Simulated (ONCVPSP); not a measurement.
**ytterbium: one change to an ONCV potential, before and after**

Yb, optimised norm-conserving Vanderbilt (ONCV), made with ONCVPSP 4.0.1 (LDA (Perdew-Wang 92), fully relativistic). Core [Kr] 4d10 4f13, reference 5s2 5p6 5d1 6s2. Waves: 5s+6s: rc 1.80 bohr, ncon 4, nbas 7, qcut 7 1/bohr, 2 projectors; 5p: rc 1.45 bohr, ncon 3, nbas 8, qcut 6.6 1/bohr, 3 projectors, debl 0.9 Ha; 5d: rc 2.55 bohr, ncon 4, nbas 9, qcut 5.5 1/bohr, 2 projectors, debl 1.5 Ha. Local part: polynomial inside 1.25 bohr (lpopt 1, dvloc0 0 Ha). Core correction: none.

Open shells are filled in proportion to 2j + 1.

In the p channel the program set the typed energies aside and used -1.076, 0.250, 1.150 Ha (j = l + 1/2; the other j can differ).

Change: p: rc 1.02; local potential polynomial inside 1.02 bohr (lpopt 1, dvloc0 0 Ha).

Cutoffs: the cutoffs (Ha) at which the residual kinetic energy of the hardest occupied pseudo-wave falls to 1 and 0.1 mHa per electron; they do not see the model core or the augmentation charge, which bear on the density cutoff. Errors are all-electron minus pseudo energies relative to the spin-unpolarised reference configuration.

Task: How do hardness, ghosts and transferability respond?

Result: The potential gets harder (19 Ha and 63 Ha → 66 Ha and 280 Ha); the bound ghosts move from d to d, p; the errors of the 3 common tests hardly move; the range in which the s phases agree narrows (upper end at the end of the scan → 2.4). A smaller radius makes the pseudo-wave follow the all-electron one further in, where it bends more sharply, so more plane waves are needed.

```tsv
quantity	base	changed
cutoff, loose	19 Ha	66 Ha
cutoff, tight	63 Ha	280 Ha
loose cutoff by channel	s 17 Ha, p 19 Ha, d 9.8 Ha	s 17 Ha, p 66 Ha, d 9.8 Ha
bound ghosts	d3/2	p3/2, p1/2, d3/2
GHOST(+) flags under 300 eV	s at 191.7 eV	s at 71.3 eV
tests counted as reliable (solved cleanly; for ONCVPSP, near-neutral configurations with less than one 5d electron left out)	3 of 4	3 of 4
error for 5s2 5p6 5d1 6s1, meV [ΔE 7.47 eV]	+3.4	+3.4
error for 5s2 5p6 5d1 6s0, meV [ΔE 20.86 eV]	+20	+20
error for 5s2 5p6 5d2 6s1, meV [ΔE 2.81 eV]	-1.2	-1.0
s: phases at 1.83 bohr within 0.05 rad from the reference energy up to (Ha; the scan ends near 5)	to the end of the scan	2.4
d5/2: phases at 2.59 bohr within 0.05 rad from the reference energy up to (Ha; the scan ends near 5)	to the end of the scan	to the end of the scan
d3/2: phases at 2.59 bohr within 0.05 rad from the reference energy up to (Ha; the scan ends near 5)	to the end of the scan	to the end of the scan
```

 A true bound ghost makes a file unfit for plane-wave use even where its test errors are small: the radial tests pick states by their node count and pass the ghost by.
